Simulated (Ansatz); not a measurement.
5-phenyl-1,3-thiazole (C9H7NS), SMILES c1cc(ccc1)-c1cncs1. Atoms are numbered in the order given.

```xyz
18

C     -3.4249     0.3576    -0.4998
C     -3.0037    -0.3880     0.6010
C     -1.6475    -0.5737     0.8469
C     -0.6813    -0.0051     0.0012
C      0.7432    -0.1888     0.2810
C      1.3655    -0.4613     1.4800
N      2.7203    -0.5814     1.4463
C      3.1679    -0.4064     0.2415
S      1.9580    -0.0835    -0.9500
C     -1.1182     0.7427    -1.1033
C     -2.4756     0.9187    -1.3525
H     -4.4906     0.4977    -0.6943
H     -3.7396    -0.8404     1.2699
H     -1.3297    -1.1844     1.6945
H      0.8398    -0.5579     2.4315
H      4.2232    -0.4540    -0.0376
H     -0.3816     1.2034    -1.7668
H     -2.7937     1.5056    -2.2174
```

Geometry optimised at PBE0-D3(BJ)/def2-SVP. Other conformers were not sampled.

Two levels are set side by side: PBE-D3(BJ)/def2-SVP (Ansatz, an electronic-structure program) and PBE0-D3(BJ)/def2-SVP (Ansatz). Each level has its own optimised geometry; the coordinates shown are those of the second. Differences are taken from unrounded values.

```tsv
quantity	PBE0-D3(BJ)
mean bond length (Å)	1.315
bond C1–C2 (Å)	1.395
bond C1–C11 (Å)	1.394
bond C2–C3 (Å)	1.391
bond C3–C4 (Å)	1.404
bond C4–C5 (Å)	1.463
bond C4–C10 (Å)	1.404
bond C5–C6 (Å)	1.378
bond C5–S9 (Å)	1.733
bond C6–N7 (Å)	1.361
bond N7–C8 (Å)	1.297
bond C8–S9 (Å)	1.729
bond C10–C11 (Å)	1.391
bond C1–H12 (Å)	1.092
bond C2–H13 (Å)	1.093
bond C3–H14 (Å)	1.092
bond C6–H15 (Å)	1.091
```

### Question
What does PBE-D3(BJ) give, and how far is it from PBE0-D3(BJ)? (Estimate from the structure and the level; the computed values follow.)

### Answer

| quantity | PBE-D3(BJ) | PBE-D3(BJ) minus PBE0-D3(BJ) |
|---|---|---|
| mean bond length (Å) | 1.325 | 0.010 |
| bond C1–C2 (Å) | 1.405 | 0.010 |
| bond C1–C11 (Å) | 1.404 | 0.010 |
| bond C2–C3 (Å) | 1.400 | 0.009 |
| bond C3–C4 (Å) | 1.416 | 0.012 |
| bond C4–C5 (Å) | 1.466 | 0.003 |
| bond C4–C10 (Å) | 1.415 | 0.011 |
| bond C5–C6 (Å) | 1.393 | 0.014 |
| bond C5–S9 (Å) | 1.750 | 0.017 |
| bond C6–N7 (Å) | 1.368 | 0.008 |
| bond N7–C8 (Å) | 1.310 | 0.012 |
| bond C8–S9 (Å) | 1.750 | 0.021 |
| bond C10–C11 (Å) | 1.400 | 0.009 |
| bond C1–H12 (Å) | 1.100 | 0.008 |
| bond C2–H13 (Å) | 1.101 | 0.008 |
| bond C3–H14 (Å) | 1.100 | 0.008 |
| bond C6–H15 (Å) | 1.100 | 0.008 |

GGA bonds tend to be longer and softer than those of functionals with exact exchange. Differences between two approximate levels are no errors against the true value.
